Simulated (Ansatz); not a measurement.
System: NaF, charge 1, doublet. NaF+ (parent SMILES [F][Na], doublet).
B3LYP-D3(BJ)/def2-TZVP minimum from Ansatz (a quantum-chemistry and plane-wave program):
```xyz
2

Na     0.0000     0.0000    -1.1237
F      0.0000     0.0000     1.3734
```
Charge +1, spin multiplicity 2.

Total energies in def2-TZVPP, 7 correlated electrons, 6 frozen orbitals. Radicals and triplets start from unrestricted determinants; spin-orbit coupling is neglected. Cores are frozen in correlated methods. No relativity. The spin of FNa+ (parent SMILES [F][Na], doublet) was assumed, and the state is the lowest solution found for it.

```tsv
method	program	energy (Eh)	minus CCSDTQ (mEh)
HF	Ansatz	-261.08644	213.85
MP2	Ansatz	-261.28452	15.77
CCSD	Ansatz	-261.29647	3.82
CCSD(T)	Ansatz	-261.29999	0.30
CCSDT(Q)	Ansatz	-261.30030	-0.01
CCSDTQ	Ansatz	-261.30029	0.00
```

Rough core times of Ansatz's runs on a shared machine: CCSD(T) under 20 s, CCSDT(Q) 90 s, CCSDTQ 50 min.
